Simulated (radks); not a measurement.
Task: Spherical quantum dot in the effective-mass picture: electrons in a well V = -V0 / (1 + exp((r - R)/a)) with V0 = 31.6, R = 2.13, a = 0.11, all in effective atomic units (hartree* = m*/eps^2 hartree, bohr* = eps/m* bohr), one dielectric constant everywhere. Calculated with a radial shooting solver with Libxc functionals: non-relativistic Kohn-Sham, PBEsol, spin-polarised, spherical densities. Levels are named by radial order and angular momentum (1s, 1p, 1d, 2s, ...), and open shells are averaged over m. Each electron was tried in the lowest free levels, single moves between levels near the top were tried too, and the lowest total energy was kept; such a search can miss a lower state. Give the order in which the levels fill up to N = 30, the shell closures and the spin along the way.

Result: Shells are first occupied in the order 1s, 1p, 1d, 1f. Open shells at each N (closed shells left out): 1: 1s(up 1, down 0); 2: none; 3: 1p(up 1, down 0); 4: 1p(up 2, down 0); 5: 1p(up 3, down 0); 6: 1p(up 3, down 1); 7: 1p(up 3, down 2); 8: none; 9: 1d(up 1, down 0); 10: 1d(up 2, down 0); 11: 1d(up 3, down 0); 12: 1d(up 4, down 0); 13: 1d(up 5, down 0); 14: 1d(up 5, down 1); 15: 1d(up 5, down 2); 16: 1d(up 5, down 3); 17: 1d(up 5, down 4); 18: none; 19: 1f(up 1, down 0); 20: 1f(up 2, down 0); 21: 1f(up 3, down 0); 22: 1f(up 4, down 0); 23: 1f(up 5, down 0); 24: 1f(up 6, down 0); 25: 1f(up 7, down 0); 26: 1f(up 7, down 1); 27: 1f(up 7, down 2); 28: 1f(up 7, down 3); 29: 1f(up 7, down 4); 30: 1f(up 7, down 5). All shells are closed at N = 2, 8, 18 (there: 1s2 1p6 1d10). Largest 2S: 7, at N = 25.
